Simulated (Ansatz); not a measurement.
`N[SiH](F)F` + `CCCC(=O)O` → `N[Si](O)(F)F` + `CCCC=O`  (formal exchange of groups at the Si–H bond)

Program: Ansatz. Geometries: PBE0-D4/def2-TZVP. ΔE: electronic, gas phase. CCSD(T)/CBS adds triple-zeta CCSD(T) − MP2 to the extrapolated MP2 energy (def2 sets, frozen cores). This one scheme is used for every species. DFT in def2-TZVPP. Each species was taken in one conformer, which may not be the lowest.

```
       level  ΔE (eV)
     ωB97M-V    -0.86
      B2PLYP    -0.88
      r2SCAN    -0.83
HF/CBS(def2)    -0.96
```

What does CCSD(T)/CBS give? (An estimate is asked.)

Computed: -0.94 eV. The listed levels differ from it by 0.08, 0.06, 0.11, -0.02 eV.

Largest T1 diagnostic among the species: 0.013.

In def2-TZVPP, CCSD(T) changes the Hartree–Fock value by +0.04 eV (the triples alone add +0.03 eV) and MP2 by +0.03 eV. From PBE to PBE0 (25 % exact exchange), in def2-TZVPP and without D4, ΔE moves by −0.07 eV.
